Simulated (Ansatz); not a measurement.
Method: frozen-core CCSD(T)/cc-pVDZ // B3LYP-D3(BJ)/def2-SVP (Ansatz, a program for electronic structure). The restricted HF reference is unstable towards unrestricted orbitals.

Ansatz 0.2 input:
```yaml
crystal:
  periodic: [false, false, false]
  atoms:
    - { symbol: C, position_ang: [0.761664, 0.933908, -2.184243] }
    - { symbol: C, position_ang: [0.925616, 0.526041, -0.914568] }
    - { symbol: Si, position_ang: [2.617235, 0.608059, -0.072188] }
    - { symbol: C, position_ang: [-0.185051, -0.107982, -0.147224] }
    - { symbol: C, position_ang: [-0.523571, -1.449107, -0.392359] }
    - { symbol: C, position_ang: [-1.513456, -2.097105, 0.346971] }
    - { symbol: C, position_ang: [-2.190497, -1.400406, 1.351281] }
    - { symbol: C, position_ang: [-1.887918, -0.061642, 1.59675] }
    - { symbol: C, position_ang: [-0.890092, 0.592203, 0.857738] }
    - { symbol: S, position_ang: [-0.564719, 2.299021, 1.251057] }
    - { symbol: H, position_ang: [1.582683, 1.371914, -2.761031] }
    - { symbol: H, position_ang: [-0.205743, 0.843895, -2.69209] }
    - { symbol: H, position_ang: [3.533459, 1.441438, -0.904371] }
    - { symbol: H, position_ang: [2.511684, 1.180478, 1.296736] }
    - { symbol: H, position_ang: [3.171968, -0.773895, 0.036142] }
    - { symbol: H, position_ang: [0.020028, -1.987514, -1.172152] }
    - { symbol: H, position_ang: [-1.753693, -3.142187, 0.140117] }
    - { symbol: H, position_ang: [-2.967896, -1.894845, 1.938503] }
    - { symbol: H, position_ang: [-2.438849, 0.493874, 2.35927] }
    - { symbol: H, position_ang: [-0.002856, 2.623854, 0.065663] }
basis:
  gaussian: { orbitals: cc-pVDZ }
correlation:
  method: ccsd_t
```

Output:

```
Functional definition: HF
1865 factors; integrals over basis functions are off by at most 1.0e-3 eV
mean field evaluation 1: about -27076.0981 eV, gradient 3.6e1 eV
mean field evaluation 2: about -27076.5307 eV, gradient 3.6e1 eV
mean field evaluation 4: about -27081.2935 eV, gradient 5.6e0 eV
mean field evaluation 8: about -27081.3984 eV, gradient 3.4e-1 eV
mean field evaluation 16: about -27080.8710 eV, gradient 5.5e0 eV
mean field -27081.39919317 eV, -995.2230639172 hartree, gradient 7.5e-6 eV, S^2 0.000000; 0 other end points of the search recorded, 0 dependent functions left out; unrestricted orbitals would lower it
18 core orbitals not correlated
reference -27081.39919317 eV, -995.2230639172 hartree; 26, 26 occupied and 154, 154 virtual orbitals, 1865 factors
second order -35.11470334 eV of doubles, -0.00000000 eV of singles
cycle   1  -35.86518680 eV  change   -7.5e-1 eV  update   1.5e-1
cycle   2  -36.99644473 eV  change    -1.1e0 eV  update   4.9e-2
cycle   3  -37.23799014 eV  change   -2.4e-1 eV  update   2.2e-2
cycle   4  -37.23837482 eV  change   -3.8e-4 eV  update   6.2e-3
cycle   5  -37.24203121 eV  change   -3.7e-3 eV  update   2.6e-3
cycle   6  -37.24214230 eV  change   -1.1e-4 eV  update   6.6e-4
cycle   7  -37.24189588 eV  change    2.5e-4 eV  update   2.8e-4
cycle   8  -37.24194259 eV  change   -4.7e-5 eV  update   9.6e-5
cycle   9  -37.24195502 eV  change   -1.2e-5 eV  update   4.9e-5
perturbative correction -1.62094712 eV, -0.0595687078 hartree
Total energy: -27120.26209530 eV, -996.6512492285 hartree
```

Cost: around 8 core-minutes (rough).
